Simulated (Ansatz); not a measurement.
Computed with Ansatz on PBE0-D4/def2-TZVP structures; ΔE is electronic, products minus reactants. CCSD(T)/CBS adds triple-zeta CCSD(T) − MP2 to the extrapolated MP2 energy (def2 sets, frozen cores). This one scheme is used for every species. DFT in def2-TZVPP. B3LYP here is the variant with VWN-RPA as its local correlation; programs differ in this. Elements past krypton have def2 core potentials. For Sn outer-core shells are correlated without core-valence functions, which leaves a few kJ/mol of doubt a bond. Each species was taken in one conformer, which may not be the lowest.

`CC(C)[SiH3]` + `[OH][Sn][Cl]` → `CC(C)[O][Sn][Cl]` + SiH₄  (substitution at a C–Si bond)

`CC(C)[SiH3]`:

```xyz
14

C     0.775    1.304    0.097
C    -0.107    0.166   -0.411
C    -1.488    0.199    0.237
Si    0.725   -1.504   -0.149
H     1.753    1.314   -0.390
H     0.302    2.275   -0.085
H     0.943    1.221    1.175
H    -0.229    0.278   -1.496
H    -1.417    0.068    1.322
H    -2.142   -0.587   -0.149
H    -1.981    1.160    0.058
H    -0.120   -2.606   -0.688
H     0.936   -1.742    1.307
H     2.050   -1.547   -0.829
```

`[OH][Sn][Cl]`:

Cartesian coordinates in Å:
```
O 0.167 -0.632 -0.759
Sn -0.170 -0.040 1.094
Cl -0.253 2.254 0.536
H 0.255 -1.582 -0.871
```

`CC(C)[O][Sn][Cl]`:

```xyz
13

C     0.058   -1.341    0.378
C    -0.701   -0.167   -0.211
C     0.101    0.567   -1.269
O    -1.134    0.719    0.804
Sn   -0.357    1.883    2.168
Cl    1.998    1.553    1.847
H     0.295   -2.073   -0.398
H     0.995   -1.007    0.830
H    -0.544   -1.837    1.142
H    -1.619   -0.549   -0.677
H     0.341   -0.101   -2.101
H    -0.472    1.410   -1.663
H     1.038    0.942   -0.851
```

SiH₄:

```xyz
5

Si    0.000    0.000    0.000
H     1.234    0.798   -0.208
H     0.240   -1.017    1.055
H    -0.369   -0.679   -1.268
H    -1.105    0.898    0.421
```

| level | ΔE (kJ/mol) | difference from CCSD(T)/CBS |
| --- | --- | --- |
| PBE-D4 | 43.2 | -1.6 |
| r2SCAN-D4 | 44.0 | -0.8 |
| B3LYP-D4 | 35.5 | -9.3 |
| ωB97X-V | 40.4 | -4.4 |
| ωB97M-V | 44.7 | -0.1 |
| B2PLYP | 42.7 | -2.1 |
| r2SCAN | 45.5 | 0.7 |
| PBE0 | 50.0 | 5.2 |
| SCS-MP2/def2-TZVPP | 42.8 | -2.0 |
| CCSD/def2-TZVPP | 42.8 | -2.0 |
| CCSD(T)/def2-TZVPP | 41.1 | -3.7 |
| HF/def2-QZVPP | 39.3 | -5.5 |
| MP2/def2-QZVPP | 49.1 | 4.3 |
| HF/CBS(def2) | 39.4 | -5.4 |
| MP2/CBS(def2) | 50.3 | 5.5 |
| CCSD/CBS(def2) | 46.4 | 1.6 |
| CCSD(T)/CBS | 44.8 | 0 |

Largest T1 diagnostic among the species: 0.017.

The D4 term adds −7.2 kJ/mol with B3LYP and −4.5 kJ/mol with PBE0; it sums over pairs of atoms, weighted by their polarisabilities, and B3LYP, whose exchange is more repulsive, gets the larger term.
